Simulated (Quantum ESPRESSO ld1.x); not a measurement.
Pm I, configuration [Xe] 4f5 6s2. All-electron calculation, scalar-relativistic Kohn-Sham, relativistic LDA (MacDonald-Vosko exchange, VWN5 correlation), spin-unpolarised, spherical densities, point nucleus. Program: ld1.x of Quantum ESPRESSO 7.5.

Normalised radial functions P(r) = r R(r), r in bohr:

| r | 4s | 5p |
|---|---|---|
| 0.003853 | 0.2570 | 0.0081 |
| 0.005264 | 0.3068 | 0.0137 |
| 0.007191 | 0.3507 | 0.0229 |
| 0.009825 | 0.3749 | 0.0378 |
| 0.01331 | 0.3593 | 0.0600 |
| 0.01819 | 0.2773 | 0.0926 |
| 0.02485 | 0.1057 | 0.1347 |
| 0.03368 | -0.1460 | 0.1784 |
| 0.04601 | -0.4314 | 0.2076 |
| 0.06286 | -0.6005 | 0.1882 |
| 0.08519 | -0.4692 | 0.0896 |
| 0.1164 | 0.0490 | -0.0922 |
| 0.159 | 0.6949 | -0.2683 |
| 0.2172 | 0.8595 | -0.2710 |
| 0.2944 | 0.1595 | -0.0113 |
| 0.4022 | -0.9905 | 0.3538 |
| 0.5494 | -1.5392 | 0.4225 |
| 0.7446 | -1.1560 | 0.0221 |
| 1.017 | -0.4800 | -0.5706 |
| 1.39 | -0.1062 | -0.8799 |
| 1.883 | -0.0118 | -0.7606 |
| 2.573 | -0.0005 | -0.4263 |
| 3.515 | 0.0000 | -0.1554 |
| 4.802 | 0.0000 | -0.0344 |
| 6.509 | 0.0000 | -0.0042 |
| 8.892 | 0.0000 | -0.0002 |
| 12.15 | 0.0000 | 0.0000 |

4s: eigenvalue -315.35 eV, 3 radial nodes at r = 0.0285, 0.114, 0.308 bohr, <r> = 0.594 bohr, 90 % of the charge inside 0.854 bohr. 5p: eigenvalue -22.713 eV, 3 radial nodes at r = 0.101, 0.297, 0.753 bohr, <r> = 1.70 bohr, 90 % of the charge inside 2.50 bohr.
